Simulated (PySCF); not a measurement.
# Molecular orbitals of BeO

B3LYP at R = 1.340 Å; PySCF, no relativity, basis sets Be aug-cc-pVDZ, O aug-cc-pVDZ. State: ¹Σ⁺ (singlet), closed shell. Only the outer orbitals are listed, counted within each symmetry.

```csv
orbital,occ.,ε (eV),on Be (%),main shells (%)
3σ,2,-23.27,32,"67 O s, 16 Be s, 13 Be p"
4σ,2,-8.23,23,"68 O p, 24 Be s, 10 O s"
1π,2,-7.22,20,"80 O p, 19 Be p"
1π,2,-7.22,20,"80 O p, 19 Be p"
5σ,0,-4.48,84,"43 Be s, 40 Be p, 11 O s"
2π,0,-0.33,97,"88 Be p, 9 Be d"
2π,0,-0.33,97,"88 Be p, 9 Be d"
```

Task: Which are the highest filled and the lowest empty level, where do they sit, and how wide is the gap?

Result: Highest filled 1π at -7.22 eV (in %: 80 O p, 19 Be p); lowest empty 5σ at -4.48 eV (in %: 43 Be s, 40 Be p, 11 O s); the gap at B3LYP is 2.74 eV.

* bond order (Mayer): 2.43
* ⟨S²⟩: 0.000
* charge on Be (Mulliken, basis-dependent): 0.14
* charge on Be (Löwdin, basis-dependent): 0.72
* dipole moment (positive dipole means Be(−)O(+)): -6.44 D
* polarisability along the bond: 29.6 bohr³
* polarisability across the bond: 29.2 bohr³
